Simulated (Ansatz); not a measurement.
Consider the ligand exchange at the Si–C bond: `CC([SiH3])CO` + `C=C[SiH2]O` → `C=C[SiH2]O[SiH3]` + `CCCO`.

Isolated molecules relaxed with PBE0-D4/def2-TZVP in Ansatz; ΔE leaves out vibrations. CCSD(T)/CBS is the MP2 limit (def2-TZVPP, def2-QZVPP) plus CCSD(T) − MP2 in def2-TZVPP, frozen cores. Functionals use def2-TZVPP. B3LYP here is the variant with VWN-RPA as its local correlation; programs differ in this. Each species was taken in one conformer, which may not be the lowest.

CCSD(T)/CBS gives -27.9 kcal/mol.

(1) Another level gave -27.5 kcal/mol. Which?
A. r2SCAN/def2-TZVPP
B. PBE0-D4/def2-TZVPP
C. B3LYP-D4/def2-TZVPP
D. PBE/def2-TZVPP

Largest T1 diagnostic among the species: 0.011.

Results:

(1) A. r2SCAN -27.5, PBE -24.8, B3LYP-D4 -28.9, PBE0-D4 -26.0 kcal/mol.

The D4 term adds +0.8 kcal/mol with B3LYP and +0.4 kcal/mol with PBE0; it sums over pairs of atoms, weighted by their polarisabilities, and B3LYP, whose exchange is more repulsive, gets the larger term. From PBE to PBE0 (25 % exact exchange), in def2-TZVPP and without D4, ΔE moves by −1.5 kcal/mol. In def2-TZVPP, CCSD(T) changes the Hartree–Fock value by +7.3 kcal/mol (the triples alone add +1.1 kcal/mol) and MP2 by +7.5 kcal/mol.
